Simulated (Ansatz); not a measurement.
HBF, SMILES `[BH-]F` (excited triplet) (charge -1, multiplicity 3). This triplet is an excited state, 0.69 eV above the relaxed singlet at the level composite: frozen-core CCSD(T) with HF/aug-cc-pVQZ and the correlation energy extrapolated as X^-3 from aug-cc-pVTZ and aug-cc-pVQZ, plus CCSDT(Q) minus CCSD(T) in aug-cc-pVDZ // PBE0-D3(BJ)/def2-TZVPD (Ansatz, a program for electronic structure).

These are PBE0/aug-cc-pVTZ // PBE0-D3(BJ)/def2-TZVPD in Ansatz values and carry that method's errors.

Ansatz 0.2 input:
```yaml
crystal:
  periodic: [false, false, false]
  atoms:
    - { symbol: B, position_ang: [-0.087272, 0.42283, 0.0] }
    - { symbol: F, position_ang: [1.179015, -0.161363, -0.000004] }
    - { symbol: H, position_ang: [-1.091743, -0.261466, 0.000004] }
basis:
  gaussian: { orbitals: aug-cc-pVTZ }
hamiltonian:
  xc: pbe0
total_charge: -1
magnetization:
  spin_polarized: true
  initial_magnetization: 2
```

Output:

```
Functional definition: PBE0
510 factors; their error is unknown
mean field evaluation 1: about -3382.6813 eV, gradient 7.6e1 eV
mean field evaluation 2: about -3370.0509 eV, gradient 1.2e2 eV
mean field evaluation 4: about -3405.7194 eV, gradient 1.9e0 eV
mean field evaluation 8: about -3405.7471 eV, gradient 1.7e-1 eV
mean field evaluation 16: about -3405.7472 eV, gradient 8.2e-5 eV
mean field evaluation 32: about -3405.1357 eV, gradient 2.1e-2 eV
mean field evaluation 64: about -3405.0203 eV, gradient 1.7e0 eV
mean field evaluation 96: about -3405.5346 eV, gradient 9.5e-1 eV
mean field -3405.74723976 eV, -125.1589025629 hartree, gradient 4.7e-6 eV, S^2 2.002548; 9 other end points of the search recorded, 0 dependent functions left out
reference -3405.74727127 eV, -125.1589037209 hartree; 9, 7 occupied and 106, 108 virtual orbitals, 510 factors
Total energy: -3405.74727127 eV, -125.1589037209 hartree
```
